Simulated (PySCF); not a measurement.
## Core-level binding energies of `N#Cc1cc[n+]([GaH3-])cc1`

Compound: C₆H₇GaN₂.
Geometry (PBE0-D3(BJ)/def2-SVP, Å), atoms numbered from 1 in this order:
```
atom  x, y, z in Å
N1    -4.4652    0.0011    0.5278
C2    -3.3149    0.0050    0.3922
C3    -1.8919    0.0092    0.2247
C4    -1.0472    0.1744    1.3292
C5     0.3245    0.1735    1.1156
N6     0.8563    0.0192   -0.0993
Ga7    2.9823   -0.0450   -0.3411
C8     0.0575   -0.1351   -1.1582
C9    -1.3258   -0.1484   -1.0464
H10   -1.4527    0.3032    2.3330
H11    1.0321    0.3054    1.9385
H12    3.0414    0.5221   -1.8179
H13    3.2068   -1.5995   -0.1467
H14    3.3603    0.9032    0.8690
H15    0.5553   -0.2461   -2.1252
H16   -1.9533   -0.2762   -1.9289
```

Computed with delta-SCF UKS SCAN, pcX-2 on the ionised atom, pcseg-1 elsewhere, spin-free X2C in PySCF. Vertical ΔSCF values, vacuum level as zero.

Question: What binding energy does each computed site have?

Answer: 
```
atom(s)                          environment  level  binding energy (eV)  above the level's lowest (eV)  count
  C4/C9                   aromatic CH carbon   C 1s               291.99                           0.00      2
  C5/C8  aromatic CH next to a ring nitrogen   C 1s               292.62                          +0.63      2
     C2                       nitrile carbon   C 1s               292.81                          +0.82      1
     C3          substituted aromatic carbon   C 1s               292.92                          +0.93      1
     N1                     nitrile nitrogen   N 1s               405.53                           0.00      1
     N6        nitrogen bonded to 2 C and Ga   N 1s               406.48                          +0.95      1
```

The listed C 1s values span 0.93 eV, from C4/C9 (bonded to 2 C (aromatic in the SMILES) and H) to C3 (bonded to 2 C (aromatic in the SMILES) and C). Summing the Pauling electronegativity differences to the bonded atoms, each weighted by its formal bond order, gives -0.35 for the lowest site and 0.00 for the highest; the largest sum, +1.47, belongs to C2, 0.11 eV below the top.

The listed N 1s values span 0.95 eV, from N1 (bonded to C (triple bond)) to N6 (bonded to 2 C (aromatic in the SMILES) and Ga).

Question: Which effective nuclear charge Zeff reproduces each element's mean 1s value in the hydrogen-like formula E = 13.606 eV × Zeff²?

Answer: C (Z = 6): mean 292.5 eV, Zeff = 4.64, Z − Zeff = 1.36; N (Z = 7): mean 406.0 eV, Zeff = 5.46, Z − Zeff = 1.54. Means run over the listed sites, weighted by atom count.

Question: Give the binding energy of C 1s of C4/C9 in hartree and in kJ/mol.

Answer: 291.99 eV = 10.7304 Eh = 28173 kJ/mol.

The first atom of each set that the bonding makes equivalent was ionised and stands for the set. Spin contamination (⟨S²⟩ against 0.75 for a pure doublet) is marked for N 1s of N1 (0.87), C 1s of C2 (0.92) and C 1s of C3 (0.86), which makes these values less certain. No level of gallium is listed. Geometry: PBE0-D3(BJ)/def2-SVP; no solvent, vibrations or thermal averaging.
